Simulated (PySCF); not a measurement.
Computed properties of ammonium (H₄N), SMILES [NH4+], charge +1

H4N, SMILES [NH4+], charge +1. The structure is a stationary point at B3LYP-D3(BJ)/def2-TZVPD. The values are those of a single conformer. All values are computed for the isolated molecule unless a solvent is named; none is compared with measurement here.

**Structure.** The optimised structure has Td symmetry. All 9 harmonic modes at B3LYP-D3(BJ)/def2-TZVPD (PySCF) are real, so it is a minimum.

**Vibrations.** The strongest infrared lines (harmonic, unscaled, degenerate partners summed) lie at 3460 cm⁻¹ (527 km/mol, H 92 %, N 8 %), 1481 cm⁻¹ (431 km/mol, H 86 %, N 14 %). The softest mode is at 1481 cm⁻¹ and the zero-point energy is 30.9 kcal/mol.

**Electronic structure.** M06-2X/def2-TZVPD (PySCF) places the frontier levels at -24.36 and -5.62 eV, a gap of 18.74 eV and a mean polarisability of 9.1 bohr³. PBE/def2-TZVPD (PySCF) at the same geometry gives -21.01 and -6.87 eV, so its gap is 4.60 eV narrower. An orbital gap is neither the optical nor the fundamental gap.

**Excitations.** TDDFT-B3LYP/def2-TZVPD (PySCF) has S1 at 14.76 eV (84 nm, f = 0.400, bright); the most intense of the 10 singlets computed lies at 14.76 eV (f = 0.40). Strengths of degenerate partners are summed. T1 (TDA) is at 13.88 eV. TDDFT-PBE/def2-TZVPD (PySCF) puts S1 at 14.44 eV. No vertical singlet excitation falls in the visible range (under 3.1 eV).

**NMR.** GIAO shifts at HF/pcSseg-2 (PySCF) (non-relativistic, atoms alike by connectivity averaged): ¹H at 5.7 ppm against TMS.
